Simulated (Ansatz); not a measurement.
```yaml
crystal:
  periodic: [false, false, false]
  atoms:
    - {symbol: N, position_ang: [-0.778690, 2.131966, 0.866031]}
    - {symbol: C, position_ang: [-0.395438, 0.857528, 0.675117]}
    - {symbol: C, position_ang: [-0.021885, -0.303383, 0.748691]}
    - {symbol: C, position_ang: [0.468934, -1.617556, 0.467653]}
    - {symbol: In, position_ang: [0.647515, -0.785406, -1.573324]}
    - {symbol: H, position_ang: [-1.278727, 2.314197, 1.723860]}
    - {symbol: H, position_ang: [-1.191667, 2.595036, 0.072169]}
    - {symbol: H, position_ang: [1.428796, -1.857590, 0.920680]}
    - {symbol: H, position_ang: [-0.255783, -2.420730, 0.582571]}
    - {symbol: H, position_ang: [2.141097, -0.025528, -1.938806]}
    - {symbol: H, position_ang: [-0.764171, -0.888523, -2.544632]}
basis:
  gaussian: {orbitals: def2-mTZVP}
total_charge: 4
hamiltonian: {xc: {name: CAM-B3LYP}}
output: {forces: true}
```

```sh
$ ansatz run in.yaml --threads 4 --pin off --events-out ev --progress --plain --max-ram 10444MiB
```

It prints (some lines left out):

```
Functional definition: CAM-B3LYP
1335 factors; integrals over basis functions are off by at most 1.0e-3 eV
375 factors; integrals over basis functions are off by at most 9.2e-6 eV
mean field evaluation 1: about -9723.7199 eV, gradient 1.4e2 eV
mean field evaluation 2: about -9128.5934 eV, gradient 3.3e2 eV
mean field evaluation 4: about -9748.1769 eV, gradient 1.2e2 eV
mean field evaluation 8: about -9797.4754 eV, gradient 3.7e0 eV
mean field evaluation 16: about -9797.6895 eV, gradient 2.5e-1 eV
mean field evaluation 32: about -9797.6057 eV, gradient 2.0e0 eV
mean field -9797.74625260 eV, -360.0605336320 hartree, gradient 2.2e-5 eV, S^2 0.000000; 2 other end points of the search recorded, 0 dependent functions left out
reference -9797.74637738 eV, -360.0605382178 hartree; 24, 24 occupied and 106, 106 virtual orbitals, 1335 factors
Total energy: -9797.74637738 eV, -360.0605382178 hartree
Atom 0 at    -0.778690     2.131966     0.866031 Å, force     0.952980    -6.762136    -1.761773 eV/Å
Atom 1 at    -0.395438     0.857528     0.675117 Å, force    -3.045895     9.878999     1.931393 eV/Å
Atom 2 at    -0.021885    -0.303383     0.748691 Å, force     2.608822    -7.075013    -0.878091 eV/Å
Atom 3 at     0.468934    -1.617556     0.467653 Å, force     0.064944     2.833076     6.121370 eV/Å
Atom 4 at     0.647515    -0.785406    -1.573324 Å, force    -0.814576    -0.865767    -4.283579 eV/Å
Atom 5 at    -1.278727     2.314197     1.723860 Å, force    -0.106087     1.256574     2.751875 eV/Å
Atom 6 at    -1.191667     2.595036     0.072169 Å, force    -0.488702     1.691364    -1.590594 eV/Å
Atom 7 at     1.428796    -1.857590     0.920680 Å, force     0.870337    -0.267117     0.477971 eV/Å
Atom 8 at    -0.255783    -2.420730     0.582571 Å, force    -1.097875    -1.457051    -1.611540 eV/Å
Atom 9 at     2.141097    -0.025528    -1.938806 Å, force     2.060756     0.504603    -0.186262 eV/Å
Atom 10 at    -0.764171    -0.888523    -2.544632 Å, force    -1.004706     0.262466    -0.970769 eV/Å
Dipole moment:    -0.866866     1.380109     1.926488 e Å
```

In this input the charge is far from anything that the molecule holds. Self-consistency was reached. The result belongs to that input, not to the molecule as meant.
